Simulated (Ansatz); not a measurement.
The cluster Li5H5: single points at one geometry.

```yaml
crystal:
  periodic: [false, false, false]
  atoms:
    - {symbol: Li, position_ang: [-1.556422, 0.423793, 0.271820]}
    - {symbol: Li, position_ang: [0.634618, -1.298674, -0.656485]}
    - {symbol: Li, position_ang: [0.684619, 1.233928, 0.831112]}
    - {symbol: Li, position_ang: [-0.120073, -0.899359, 1.787382]}
    - {symbol: Li, position_ang: [0.252775, 0.817167, -2.200740]}
    - {symbol: H, position_ang: [-0.353936, 1.463320, -0.700745]}
    - {symbol: H, position_ang: [-0.747783, 0.783681, 1.862935]}
    - {symbol: H, position_ang: [0.842393, -0.746006, -2.314314]}
    - {symbol: H, position_ang: [1.383919, -0.454746, 0.859410]}
    - {symbol: H, position_ang: [-1.020100, -1.323114, 0.259626]}
basis:
  gaussian: {orbitals: def2-SVP, initial_orbitals: start.molden}
hamiltonian: {xc: pbe0, dispersion: d4}
scf: {omitted_lower_state_checks: [starts]}
output: {orbitals: {seedname: orbitals}}
```

The file start.molden holds the orbitals of an earlier run on this structure, at another level or in another basis.

```sh
$ ansatz run in.yaml --threads 4 --pin off --events-out ev --progress --plain --max-ram 3916MiB
```

Shortened log:

```
Functional definition: PBE0
970 factors; their error is unknown
mean field evaluation 1: about -1102.6762 eV, gradient 2.8e0 eV
mean field evaluation 2: about -1102.7187 eV, gradient 3.2e-2 eV
mean field evaluation 4: about -1102.6534 eV, gradient 1.9e-5 eV
mean field -1102.65339645 eV, -40.5217649143 hartree, gradient 2.5e-5 eV, S^2 0.000000; 0 other end points of the search recorded, 0 dependent functions left out
reference -1102.65345986 eV, -40.5217672446 hartree; 10, 10 occupied and 60, 60 virtual orbitals, 970 factors
Total energy: -1102.80251831 eV, -40.5272450414 hartree
Checks for a lower state left out: starts
```

Hardware: 4 threads of Arm Neoverse V2 on a shared host. Wall time 0.55 s.

First input, but with `gaussian: {orbitals: def2-TZVP, initial_orbitals: start.molden}`, `hamiltonian: {xc: lda}` (abridged; 0.4 s):

```
Functional definition: SPW92
mean field -1085.72474569 eV, -39.8996484733 hartree, gradient 1.5e-5 eV, S^2 0.000000
Total energy: -1085.72483325 eV, -39.8996516913 hartree
Checks for a lower state left out: starts
```

First input, but with `gaussian: {orbitals: def2-TZVP, initial_orbitals: start.molden}`, `hamiltonian: {xc: {name: BLYP}, dispersion: d4}` (abridged; 0.65 s):

```
Functional definition: BLYP
mean field -1105.64581858 eV, -40.6317343993 hartree, gradient 5.8e-6 eV, S^2 0.000000
Total energy: -1106.01514715 eV, -40.6453069739 hartree
Checks for a lower state left out: starts
```

As the first input, with `gaussian: {orbitals: def2-TZVP, initial_orbitals: start.molden}`, `hamiltonian: {xc: {name: PBE-QIDH}}` and without the key `output` (abridged; 0.85 s):

```
Functional definition: PBE-QIDH
mean field -1100.94009847 eV, -40.4588023750 hartree, gradient 1.7e-6 eV, S^2 0.000000
second order -8.10032997 eV of doubles, -0.00000000 eV of singles
Total energy: -1103.64023604 eV, -40.5580306002 hartree
Checks for a lower state left out: starts
```

As the first input, with `gaussian: {orbitals: def2-TZVPP, initial_orbitals: start.molden}`, `correlation: {method: ccsd_t}` and without the key `hamiltonian` (abridged; 11 s):

```
Functional definition: HF
mean field -1094.06564536 eV, -40.2061708826 hartree, gradient 2.1e-6 eV, S^2 0.000000
second order -8.36801193 eV of doubles, -0.00000000 eV of singles
cycle   1  -9.61896967 eV  change    -1.3e0 eV  update   6.8e-2
cycle   2  -10.00639572 eV  change   -3.9e-1 eV  update   2.2e-2
cycle   3  -10.00062994 eV  change    5.8e-3 eV  update   4.1e-3
cycle   4  -9.99826227 eV  change    2.4e-3 eV  update   1.6e-3
cycle   5  -9.99911425 eV  change   -8.5e-4 eV  update   6.0e-4
cycle   6  -9.99933157 eV  change   -2.2e-4 eV  update   1.8e-4
cycle   7  -9.99930363 eV  change    2.8e-5 eV  update   5.9e-5
cycle   8  -9.99929193 eV  change    1.2e-5 eV  update   2.2e-5
perturbative correction -0.07226012 eV, -0.0026555103 hartree
Total energy: -1104.13719741 eV, -40.5762935937 hartree
Checks for a lower state left out: starts
```

The first input with `gaussian: {orbitals: def2-TZVP, initial_orbitals: start.molden}`, `correlation: {method: mp2}` and without the key `hamiltonian` (abridged; 0.25 s):

```
Functional definition: HF
mean field -1093.88175745 eV, -40.1994131264 hartree, gradient 1.1e-6 eV, S^2 0.000000
second order -7.44689326 eV of doubles, -0.00000000 eV of singles
Total energy: -1101.32865070 eV, -40.4730814059 hartree
Checks for a lower state left out: starts
```

First input, but with `gaussian: {orbitals: def2-TZVPD, initial_orbitals: start.molden}`, `hamiltonian: {xc: r2scan, dispersion: d4}` (abridged; 1.6 s):

```
Functional definition: r2SCAN
mean field -1105.60625421 eV, -40.6302804353 hartree, gradient 1.7e-5 eV, S^2 0.000000
Total energy: -1105.65402890 eV, -40.6320361229 hartree
Checks for a lower state left out: starts
```

Geometry: r2SCAN-D4/def2-TZVP.

Correlated methods freeze no core orbitals; core or outer-core shells of Li are correlated, in sets that lack core-valence functions. The structure comes from a short search, and lower isomers may exist.
